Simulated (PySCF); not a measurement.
H₂BF₃O, singlet at its PBE0/def2-SVP optimised geometry (Å):

```
7

B     -0.3641    -0.1206     0.0000
F     -0.9698    -1.0881     0.7271
F     -0.9731     1.0881     0.0000
F      0.9731    -0.1206     0.0000
O     -0.7722    -0.6571    -1.6167
H     -1.3449     0.0288    -1.9896
H     -1.3182    -1.4494    -1.5096
```

Computed with PBE0/def2-TZVP (PySCF 2.14.0). Cells within 0.4 Å of a nucleus heavier than hydrogen are left out (blank, or x).

Map of the deformation density (molecule minus spherical neutral atoms) (e/bohr³) on the plane z = 0.0 Å:

```
|11111111111111111111111111111|
|11111111111111111111111111111|
|11111111111111111111111111111|
|11111111111111111111111111111|
|11111111111111111111111111111|
|11111111111111111111111111111|
|11111111111111111111111111111|
|11111111111222111111111111111|
|11111111113532111111111111111|
|111111123xxx42111111111111111|
|111111224xxx32101111111111111|
|1111111234x363001122111111111|
|11111111236983012232211111111|
|111111111246xx2453x5211111111|
|111111110003xxx97xxx111111111|
|111111110003xxx97xxx111111111|
|1111111111234x2453x5211111111|
|11111111123430012232211111111|
|11111111223320001122111111111|
|11111111222221001111111111111|
|11111111122211111111111111111|
|11111111111111111111111111111|
|11111111111111111111111111111|
|11111111111111111111111111111|
|11111111111111111111111111111|
|11111111111111111111111111111|
|11111111111111111111111111111|
|11111111111111111111111111111|
|11111111111111111111111111111|
```
Scale: ten equal steps from -0.014 (start of '0') to 0.063 (end of '9'), in the order '0123456789'; x runs from -3.50 to 3.50, y from -3.50 (bottom) to 3.50 (top).
